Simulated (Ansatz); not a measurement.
The molecule BeS, multiplicity 3 (not the ground state: that is measured with 2S+1 = 1).

Constants: fifth-degree fit in 1/R to seven points, most abundant isotopes. In def2 and cc sets the state is the lowest found near the PBE0 minimum, followed along R.

Correlated levels freeze the inner cores; with def2 sets outer-core shells near the valence are correlated too.

Run with Ansatz (Gaussian orbitals). 

Q: What bond length and harmonic frequency does PBE0/def2-TZVPP give?

A: r_e = 1.923 Å, ω_e = 742 cm⁻¹.

Q: What bond length and harmonic frequency does wB97X-V/def2-TZVPP give?

A: r_e = 1.924 Å, ω_e = 749 cm⁻¹.

Q: What bond length and harmonic frequency does CCSD(T)/def2-TZVPP give?

A: r_e = 1.937 Å, ω_e = 729 cm⁻¹.

Ansatz is a first-principles code.
